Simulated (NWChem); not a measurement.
**Correlation energy of iminoborane (H2BN)**

SMILES: B=N
```xyz
4

B      0.0000     0.0000    -0.7011
N      0.0000     0.0000     0.5488
H      0.0000     0.0000    -1.8910
H      0.0000     0.0000     1.5544
```
Charge 0, spin multiplicity 1.

The numbers come from NWChem runs, not from measurements. Structure: optimised with PBE/def2-SVP, a minimum by its harmonic frequencies.

Basis set: def2-SVP. Each correlation energy counts from its own Hartree-Fock reference.

The correlated methods keep 2 core orbitals frozen. Coupled-cluster values serve here as a point of comparison, not as the truth.

Task: One of these methods gave a correlation energy of -274.8 mHa. Which?
(A) SCS-MP2
(B) CR-CCSD(T)
(C) CCSD
(D) CCSD+T(CCSD)

Result: B, CR-CCSD(T). The others give -249.7 (SCS-MP2), -266.7 (CCSD), -277.5 (CCSD+T(CCSD)).
